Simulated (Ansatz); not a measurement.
`C[CH](C)[Al]([CH3])[Br]` + H₂ → `[CH3][AlH][Br]` + propane  (hydrogenolysis of the Al–C bond)

Computed with Ansatz on PBE0-D4/def2-TZVP structures; ΔE is electronic, products minus reactants. CCSD(T)/CBS is the MP2 limit (def2-TZVPP, def2-QZVPP) plus CCSD(T) − MP2 in def2-TZVPP, frozen cores. This one scheme is used for every species. DFT in def2-TZVPP. B3LYP here is the variant with VWN-RPA as its local correlation; programs differ in this. For Br outer-core shells are correlated without core-valence functions, which leaves a few kJ/mol of doubt a bond. Scalar relativity is left out up to krypton. One conformer a species, not always the lowest.

`C[CH](C)[Al]([CH3])[Br]`:

Cartesian coordinates in Å:
```
C -1.853 -0.715 0.801
C -0.768 0.210 0.261
C -0.030 0.929 1.395
Al 0.526 -0.637 -0.949
C 2.019 0.276 -1.797
Br 0.305 -2.861 -1.387
H -2.560 -0.167 1.434
H -2.424 -1.195 0.002
H -1.427 -1.517 1.411
H -1.252 0.984 -0.355
H -0.727 1.505 2.015
H 0.471 0.219 2.061
H 0.729 1.626 1.027
H 2.014 0.108 -2.878
H 2.007 1.354 -1.618
H 2.970 -0.117 -1.424
```

H₂:

```xyz
2

H     0.024   -0.371   -0.033
H    -0.024    0.371    0.033
```

`[CH3][AlH][Br]`:

```xyz
7

C     0.041   -0.454   -0.837
Al   -0.123    0.605    0.779
Br    0.674   -0.219    2.733
H    -0.947   -0.646   -1.269
H     0.531   -1.413   -0.663
H     0.612    0.092   -1.595
H    -0.787    2.035    0.851
```

`CCC`:

```xyz
11

C    -0.124   -0.472    1.189
C     0.529   -0.264   -0.168
C    -0.268    0.668   -1.065
H    -1.123   -0.903    1.082
H    -0.231    0.476    1.722
H     0.462   -1.144    1.820
H     1.539    0.136   -0.030
H     0.653   -1.232   -0.665
H     0.215    0.806   -2.035
H    -0.380    1.654   -0.605
H    -1.273    0.276   -1.246
```

```tsv
level	ΔE (kJ/mol)
B3LYP	-54.0
r2SCAN0	-42.8
CAM-B3LYP	-53.8
CCSD(T)/def2-SVP	-48.9
```

Question: What does CCSD(T)/CBS give? (Best estimate.)

Answer: Computed: -35.3 kJ/mol. The listed levels differ from it by -18.7, -7.5, -18.5, -13.6 kJ/mol.

Largest T1 diagnostic among the species: 0.008.

The D4 term adds +16.2 kJ/mol with B3LYP and +9.5 kJ/mol with PBE0; it sums over pairs of atoms, weighted by their polarisabilities, and B3LYP, whose exchange is more repulsive, gets the larger term. From BLYP to BHLYP (50 % exact exchange), in def2-TZVPP and without D4, ΔE moves by −7.2 kJ/mol.
